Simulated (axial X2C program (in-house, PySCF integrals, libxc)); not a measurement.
# Estimating the spin–orbit splitting of the π levels of NaI

All values were computed with an axial X2C code built on PySCF integrals. Spin-free means the one-electron spin-free X2C Hamiltonian; two-component (2c) means X2C with spin–orbit coupling and atomic mean-field two-electron Coulomb and Gaunt terms, so the difference of the two also holds small scalar two-electron terms. Basis: I dyall-cv3z [11s12p8d4f1g], Na dyall-cv3z [9s8p5d2f] (cores contracted in-house); Gaussian nuclei, density fitting, unrestricted open shells. Masses: I 126.904 u, Na 22.990 u.

Hartree–Fock at 2.723 Å, closed shell. Valence p splittings ε(p3/2) − ε(p1/2) of spherical Dirac–Hartree–Fock atoms with fractionally filled p shells: I 5p 1.126 eV.

```csv
"filled π level (eV), spin-free",Na p share,I p share
-8.25,0.04,0.92
```

In first order a p shell splits by 3ζ/2 and a π orbital by ζ. Estimate the splitting of each π level from the shares.

level -8.25 eV: (2/3) × (0.92 × 1.126) = 0.69 eV.

The two-component Hartree–Fock calculation gives:

| ε(ω = 1/2) (eV) | σ share of it | ε(ω = 3/2) (eV) | splitting (eV) | estimate (eV) |
| --- | --- | --- | --- | --- |
| -8.210 | 0.42 | -7.910 | 0.30 | 0.69 |

The estimate leaves out the mixing of π1/2 with σ1/2 levels, which pushes the ω = 1/2 spinor up or down, the d and f parts of the orbital, small shares of the strongly split outer-core p shell of a metal, the Gaunt term (absent from the atomic values), and the change of the atomic p orbitals with charge; Löwdin shares depend on the basis.
